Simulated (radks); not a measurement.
Question: Species: Mo4+. Configuration: [Kr] 4d2. All-electron calculation, Dirac Kohn-Sham, LDA (Slater exchange, Perdew-Wang correlation), spin-unpolarised, spherical densities, point nucleus; open shells fill j = l - 1/2 first. Program: a radial shooting solver on a logarithmic mesh with Libxc functionals. Some entries of the table are withheld. Estimate them.

orbital  occ.  eigenvalue (eV)  r(max) (bohr)
1s1/2       2        -19834.41        0.02290
2s1/2       2        -2843.770         0.1299
2p1/2       2              (1)         0.1009
2p3/2       4              (2)         0.1048
3s1/2       2        -523.8674         0.3842
3p1/2       2        -439.3814         0.3711
3p3/2       4        -421.8311         0.3805
3d3/2       4        -271.9369         0.3202
3d5/2       6        -268.6077         0.3229
4s1/2       2              (3)         0.9813
4p1/2       2         -86.5352          1.041
4p3/2       4         -83.8239          1.065
4d3/2       2         -46.6334          1.271
4d5/2       0         -46.3055          1.280

Answer: 
(1) 2p1/2 eigenvalue (eV): -2621.829
(2) 2p3/2 eigenvalue (eV): -2515.456
(3) 4s1/2 eigenvalue (eV): -111.2458
